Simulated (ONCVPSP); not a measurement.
**Pseudopotential generation for ytterbium (Yb): ONCV, PBEsol, scalar-relativistic.**

ONCVPSP 4.0.1 was run on this input:

```
# ATOM AND REFERENCE CONFIGURATION
# atsym  z   nc   nv     iexc    psfile
  Yb 70.00   10    4  -116133      upf
#
#   n    l    f
    1    0    2.00
    2    0    2.00
    2    1    6.00
    3    0    2.00
    3    1    6.00
    3    2   10.00
    4    0    2.00
    4    1    6.00
    4    2   10.00
    4    3   13.00
    5    0    2.00
    5    1    6.00
    5    2    1.00
    6    0    2.00
#
# PSEUDOPOTENTIAL AND OPTIMIZATION
# lmax
    2
#
#   l,   rc,      ep,       ncon, nbas, qcut
    0    2.20    0.00    4    7    5.40
    1    1.45    0.00    3    7    5.00
    2    3.25    0.00    5   10    4.20
#
# LOCAL POTENTIAL
# lloc, lpopt,  rc(5),   dvloc0
    4    5    1.30    4.00
#
# VANDERBILT-KLEINMAN-BYLANDER PROJECTORs
# l, nproj, debl
    0    2    2.70
    1    3    3.10
    2    2    1.50
#
# MODEL CORE CHARGE
# icmod, fcfact, rcfact
    0    0.00    0.00
#
# LOG DERIVATIVE ANALYSIS
# epsh1, epsh2, depsh
   -4.00    5.00    0.02
#
# OUTPUT GRID
# rlmax, drl
    6.00    0.01
#
# TEST CONFIGURATIONS
# ncnf
    4
# nvcnf
#   n    l    f
    4
    5    0    2.00
    5    1    6.00
    5    2    1.00
    6    0    1.00
#
    4
    5    0    2.00
    5    1    6.00
    5    2    1.00
    6    0    0.00
#
    4
    5    0    2.00
    5    1    6.00
    5    2    0.00
    6    0    0.00
#
    5
    5    0    2.00
    5    1    6.00
    5    2    1.00
    6    0    0.00
    6    1    1.00
#
```

Command:

```bash
oncvpsp.x < Yb.dat > Yb.out
```

The program printed (shortened: citation, most of the input echo, consistency checks and plot data are left out):

```
ONCVPSP  (Optimized Norm-Conservinng Vanderbilt PSeudopotential)
scalar-relativistic version 4.0.1

#   n    l    f        energy (Ha)
    1    0    2.00    -2.2501232E+03
    2    0    2.00    -3.8146320E+02
    2    1    6.00    -3.3624432E+02
    3    0    2.00    -8.6207270E+01
    3    1    6.00    -7.2579571E+01
    3    2   10.00    -5.5986392E+01
    4    0    2.00    -1.7177459E+01
    4    1    6.00    -1.2699769E+01
    4    2   10.00    -6.8084253E+00
    4    3   13.00    -3.5432974E-01
    5    0    2.00    -2.1817210E+00
    5    1    6.00    -1.1406390E+00
    5    2    1.00    -6.9092704E-02
    6    0    2.00    -1.6873916E-01

Reference configufation results
  iterations    39
  all-electron total energy (Ha)   -1.40552501D+04

Begin loop to  construct optimized pseudo wave functions
and semi-local pseudopoentials for all angular momenta

Calculating optimized projector #   1

 for l=   0

    Fraction of norm inside rc  0.981518
    Optimizing pswf for qcut=   5.40 a_B^-1,  ecut=  14.55 Ha
    Residual kinetic energy error=  3.11D-06 Ha

    Energy error per electron        Cutoff
         Ha          eV             Ha
         0.01000     0.27211        3.77
         0.00100     0.02721        8.61
         0.00010     0.00272       11.44
         0.00001     0.00027       13.78

Calculating optimized projector #   2

 for l=   0

    Fraction of norm inside rc  0.097979
    Optimizing pswf for qcut=   5.40 a_B^-1,  ecut=  14.55 Ha
    Residual kinetic energy error=  1.31D-05 Ha

    Energy error per electron        Cutoff
         Ha          eV             Ha
         0.01000     0.27211        3.09
         0.00100     0.02721        8.81
         0.00010     0.00272       12.26
         0.00001     0.00027       15.08

   Wellstate for l =  1  n =  7
     eigenvalue =   1.9594
     asymptotic potential =   2.4594
     half-point radius =  3.4686

   Wellstate for l =  1  n =  8
     eigenvalue =   5.0594
     asymptotic potential =   5.5594
     half-point radius =  3.0949

Calculating optimized projector #   1

 for l=   1

    Fraction of norm inside rc  0.579424
    Optimizing pswf for qcut=   5.00 a_B^-1,  ecut=  12.48 Ha
    Residual kinetic energy error=  3.86D-03 Ha

    Energy error per electron        Cutoff
         Ha          eV             Ha
         0.01000     0.27211        7.02
         0.00100     0.02721       47.06
         0.00010     0.00272      101.45

Calculating optimized projector #   2

 for l=   1

    Fraction of norm inside rc  0.068143
    Optimizing pswf for qcut=   5.00 a_B^-1,  ecut=  12.48 Ha
    Residual kinetic energy error=  3.59D-03 Ha

    Energy error per electron        Cutoff
         Ha          eV             Ha
         0.01000     0.27211        7.37
         0.00100     0.02721       17.88
         0.00010     0.00272       54.19
         0.00001     0.00027       89.48

Calculating optimized projector #   3

 for l=   1

    Fraction of norm inside rc  0.055656
    Optimizing pswf for qcut=   5.00 a_B^-1,  ecut=  12.48 Ha
    Residual kinetic energy error=  1.90D-02 Ha

    Energy error per electron        Cutoff
         Ha          eV             Ha
         0.01000     0.27211       15.20
         0.00100     0.02721       32.40
         0.00010     0.00272       85.22
         0.00001     0.00027      135.92

   Wellstate for l =  2  n =  8
     eigenvalue =   1.4309
     asymptotic potential =   1.9309
     half-point radius =  6.8050

Calculating optimized projector #   1

 for l=   2

    Fraction of norm inside rc  0.680433
    Optimizing pswf for qcut=   4.20 a_B^-1,  ecut=   8.81 Ha
    Residual kinetic energy error=  3.56D-05 Ha

    Energy error per electron        Cutoff
         Ha          eV             Ha
         0.01000     0.27211        5.34
         0.00100     0.02721        6.89
         0.00010     0.00272        8.42
         0.00001     0.00027       17.79

Calculating optimized projector #   2

 for l=   2

    Fraction of norm inside rc  0.211221
    Optimizing pswf for qcut=   4.20 a_B^-1,  ecut=   8.81 Ha
    Residual kinetic energy error=  5.16D-04 Ha

    Energy error per electron        Cutoff
         Ha          eV             Ha
         0.01000     0.27211        6.58
         0.00100     0.02721        8.47
         0.00010     0.00272       18.16
         0.00001     0.00027       41.35

Construct Vanderbilt / Kleinmman-Bylander projectors

B matrix Hermiticity error, ll=   0
   1   2    1.9822E-04

  Orthonormal projector coefficients  5.6504E+00  1.0546E+00

B matrix Hermiticity error, ll=   1
   1   2   -4.0058E-04
   1   3    7.6012E-04
   2   3    2.0520E-04

  Orthonormal projector coefficients  1.2465E+01  5.7378E+00  2.0732E+00

B matrix Hermiticity error, ll=   2
   1   2    5.6202E-05

  Orthonormal projector coefficients  3.0234E+00 -5.8014E-01

Pseudoatom total energy  -41.037651

Diagnostic tests using Vanderbilt-Kleinman-Bylander pseudopotentials
  1 or more projectors used as specified by nproj input data

   l    rcore       rmatch      e in        delta e   norm test  slope test

   0   2.2049829   2.2719310  -2.1817210   0.0000014   1.0001719   1.0001570
   0   2.2049829   2.2719310  -0.1687392   0.0000009   1.0000214   1.0000170

   1   1.4505963   1.4946396  -1.1406390   0.0001646   1.0001505   1.0004534
   1   1.4505963   1.4946396   1.9593610  -0.0000145   1.0005162   1.0005162
   1   1.4505963   1.4946396   5.0593610   0.0003205   1.0004685   1.0004685

   2   3.2529244   3.3516902  -0.0690927  -0.0000001   1.0000220   1.0000232
   2   3.2529244   3.3516902   1.4309073   0.0000062   1.0000584   1.0000584

 Testing for bound ghosts
   n   l    E NL Schr. Eq   E Basis Diag.   E Cutoff

   1   0       -2.181720       -2.181676     39.35
   2   0       -0.168738       -0.150552     39.35

   2   1       -1.140474       -1.139770    143.54

   3   2       -0.069093       -0.068346     52.36

 Testing for highly-localized positive-energy ghosts
       l    <radius>/rc     E Basis Diag.   E Cutoff

       0        0.953370        4.558601     39.35  WARNING - GHOST(+)

Test configuration 0

   n   l     f        eae           eps        diff
   1   0  2.0000-2250.12322273
   2   0  2.0000 -381.46319550
   2   1  6.0000 -336.24432297
   3   0  2.0000  -86.20727010
   3   1  6.0000  -72.57957082
   3   2 10.0000  -55.98639235
   4   0  2.0000  -17.17745903
   4   1  6.0000  -12.69976883
   4   2 10.0000   -6.80842533
   4   3 13.0000   -0.35432974
   5   0  2.0000   -2.18172100   -2.18171961    1.40D-06
   5   1  6.0000   -1.14063895   -1.14047436    1.65D-04
   5   2  1.0000   -0.06909270   -0.06909276   -5.98D-08
   6   0  2.0000   -0.16873916   -0.16873822    9.38D-07

    Total energies and differences
      AE_ref= -1.40552501D+04  AE_tst= -1.40552501D+04  dif=  0.00D+00
      PS_ref= -4.10376510D+01  PS_tst= -4.10376510D+01  dif=  0.00D+00
      PSP excitation error=  0.00D+00

Test configuration 1

   n   l     f        eae           eps        diff
   1   0  2.0000-2250.37051633
   2   0  2.0000 -381.70917045
   2   1  6.0000 -336.49037334
   3   0  2.0000  -86.45286522
   3   1  6.0000  -72.82517442
   3   2 10.0000  -56.23197807
   4   0  2.0000  -17.42317944
   4   1  6.0000  -12.94551671
   4   2 10.0000   -7.05415779
   4   3 13.0000   -0.59998883
   5   0  2.0000   -2.42774608   -2.43130709   -3.56D-03
   5   1  6.0000   -1.38659021   -1.38861874   -2.03D-03
   5   2  1.0000   -0.29356763   -0.29400123   -4.34D-04
   6   0  1.0000   -0.37077151   -0.37067777    9.37D-05

    Total energies and differences
      AE_ref= -1.40552501D+04  AE_tst= -1.40549825D+04  dif=  2.68D-01
      PS_ref= -4.10376510D+01  PS_tst= -4.07700292D+01  dif=  2.68D-01
      PSP excitation error= -4.27D-05

Test configuration 2

   n   l     f        eae           eps        diff
   1   0  2.0000-2250.66270085
   2   0  2.0000 -381.99938258
   2   1  6.0000 -336.78071558
   3   0  2.0000  -86.74204258
   3   1  6.0000  -73.11437013
   3   2 10.0000  -56.52121291
   4   0  2.0000  -17.71269873
   4   1  6.0000  -13.23514164
   4   2 10.0000   -7.34385613
   4   3 13.0000   -0.88953147
   5   0  2.0000   -2.71812985   -2.72771852   -9.59D-03
   5   1  6.0000   -1.67543523   -1.68119231   -5.76D-03
   5   2  1.0000   -0.55296643   -0.55359920   -6.33D-04

    Total energies and differences
      AE_ref= -1.40552501D+04  AE_tst= -1.40545030D+04  dif=  7.47D-01
      PS_ref= -4.10376510D+01  PS_tst= -4.02908992D+01  dif=  7.47D-01
      PSP excitation error=  3.38D-04

Test configuration 3

psatom: WARNING lschvkbb convergence error n,l,iter=   3   2   3
ea(ii),et,emin,emax -6.909276E-02 -7.600204E-02 -7.600204E-02 -7.600204E-02
run_config: WARNING for fully non-local PS atom, stg. 1
 WARNING no output for configuration 4

Test configuration 4

   n   l     f        eae           eps        diff
   1   0  2.0000-2250.42368897
   2   0  2.0000 -381.76177971
   2   1  6.0000 -336.54297392
   3   0  2.0000  -86.50520516
   3   1  6.0000  -72.87751357
   3   2 10.0000  -56.28434048
   4   0  2.0000  -17.47579270
   4   1  6.0000  -12.99818124
   4   2 10.0000   -7.10687067
   4   3 13.0000   -0.65272184
   5   0  2.0000   -2.48134349   -2.48830612   -6.96D-03
   5   1  6.0000   -1.43916802   -1.44326326   -4.10D-03
   5   2  1.0000   -0.33324841   -0.33361187   -3.63D-04
   6   1  1.0000   -0.24574111   -0.24575410   -1.30D-05

    Total energies and differences
      AE_ref= -1.40552501D+04  AE_tst= -1.40548295D+04  dif=  4.21D-01
      PS_ref= -4.10376510D+01  PS_tst= -4.06171147D+01  dif=  4.21D-01
      PSP excitation error=  5.36D-05
```

The run took about 13 s on one core of a shared server CPU.
